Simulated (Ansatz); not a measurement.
Cartesian coordinates (Å):
SMILES: [SiH2](Cl)C
```xyz
8

C      1.0087    -0.0864     0.0073
Si    -0.8523    -0.0673    -0.0438
Cl    -1.5397     1.8285     0.4436
H      1.3712     0.1710     1.0036
H      1.3814    -1.0815    -0.2481
H      1.4229     0.6289    -0.7046
H     -1.3608    -0.3840    -1.3949
H     -1.4313    -1.0092     0.9370
```
Charge 0, spin multiplicity 1.

Method: frozen-core CCSD(T)/def2-TZVPP // B3LYP-D3(BJ)/def2-TZVP run with Ansatz (a program for electronic structure).

The HF energy is -789.31452 Ha and the MP2 correlation energy is -0.49603 Ha.

Estimate the CCSD correlation energy, the (T) correction, the total energy and the T1 diagnostic.


```json
{
  "CCSD correlation energy": "-0.54323 Ha",
  "(T) correction": "-0.02036 Ha",
  "CCSD(T) total energy": "-789.87811 Ha",
  "T1 diagnostic": "0.009"
}
```
